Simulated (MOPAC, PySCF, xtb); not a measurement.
Bond stretch in BO, doublet.

Methods: PM7, unrestricted, heats of formation (MOPAC); GFN1-xTB (xtb); UKS-CAM-B3LYP = unrestricted CAM-B3LYP/cc-pVTZ in PySCF; UCCSD(T) = CCSD(T) on UHF/cc-pVTZ, 2 core orbitals frozen run with PySCF.

Energies relative to the lowest point of each curve near equilibrium, in kcal/mol:

```tsv
R / Å	PM7	GFN1-xTB	UKS-CAM-B3LYP
0.91	83.0	181.9	170.9
0.96	51.7	108.3	103.0
1.03	23.3	44.8	43.3
1.09	9.2	15.8	15.6
1.13	3.8	5.6	5.6
1.17	0.8	0.8	0.9
1.20	0.0	0.0	0.0
1.22	0.1	0.5	0.5
1.28	2.8	6.2	6.0
1.33	7.6	14.3	14.1
1.40	17.1	28.9	28.7
```

Predict the corresponding UCCSD(T) column.

0.91: 182.6; 0.96: 112.1; 1.03: 49.5; 1.09: 19.4; 1.13: 8.1; 1.17: 2.0; 1.20: 0.1; 1.22: 0.0; 1.28: 3.7; 1.33: 10.4; 1.40: 23.4 (kcal/mol).

The scan ran from 0.91 to 4.82 Å; beyond the distances shown one of the unrestricted levels run for this scan, shown here or not, changes its spin distribution in one step. The unrestricted determinant behind UCCSD(T) is spin-contaminated at 1.33 to 1.40 Å (<S²> up to 0.9, against 0.75 for a pure doublet).
